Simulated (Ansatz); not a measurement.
Cartesian coordinates in Å:
```
C 1.638 0.982 -0.966
C 0.815 0.986 0.315
C 0.884 2.355 0.982
P -0.964 0.567 -0.030
C -1.586 0.389 1.694
C -0.936 -1.236 -0.521
C -0.844 -1.398 -2.034
C 0.073 -2.116 0.201
H 1.199 1.649 -1.714
H 1.712 -0.012 -1.408
H 2.656 1.331 -0.766
H 1.224 0.240 1.007
H 1.926 2.644 1.148
H 0.423 3.121 0.351
H 0.380 2.371 1.950
H -2.575 -0.072 1.665
H -1.701 1.374 2.149
H -0.934 -0.216 2.331
H -1.942 -1.560 -0.223
H -1.596 -0.793 -2.543
H -0.996 -2.444 -2.318
H 0.134 -1.097 -2.416
H 0.000 -2.026 1.287
H 1.098 -1.868 -0.087
H -0.087 -3.169 -0.053
```

Charge 0, multiplicity 1.

(1) List the PBE/def2-TZVPP orbital energies in eV (the Gaussian-basis code of Ansatz). (Best estimate.)

Results:

(1) Computed: Occupied: -2075.46, -269.12, -269.07, -268.70, -268.67, -268.62, -268.61, -268.56, -170.75, -122.23, -122.22, -122.08, -19.99, -19.35, -17.64, -16.85, -16.81, -15.06, -14.23, -12.60, -11.36, -11.09, -10.72, -10.34, -10.06, -9.94, -9.51, -9.43, -9.31, -9.16, -8.40, -8.27, -8.12, -8.04, -7.40, -6.80, -5.06. Lowest empty: 0.20, 0.34, 0.53, 1.07, 1.21, 1.42, 1.62, 1.96.
